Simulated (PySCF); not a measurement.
## How methods differ on the excitation energy of C²⁺

C²⁺ [He] 2s2 (1S) → C²⁺ [He] 2p2 (3P), as a difference of total energies. All numbers are calculated (PySCF 2.14, scalar relativity by spin-free X2C-1e, in x2c-TZVPPall (5s3p2d1f, 31 functions)). Correlated levels: valence and next inner shell: nothing frozen. The calculations carry no spin-orbit coupling.

```tsv
method	excitation energy (cm⁻¹)
UHF	124290
MP2 (valence and next inner shell)	131750
SCS-MP2 (valence and next inner shell)	134730
CCSD (valence and next inner shell)	137690
CCSD(T) (valence and next inner shell)	137750
CCSDT (valence and next inner shell)	137750
```

A first-order spin-orbit estimate (lowest level to lowest level, LS coupling) adds -0.007 eV.

The basis was made for the ground configuration and has no added diffuse functions, so the excitation energy can come out too high.

The coupled-cluster amplitudes are large for the lower state (T1 above 0.03 or a double amplitude above 0.15), so a single reference is strained.
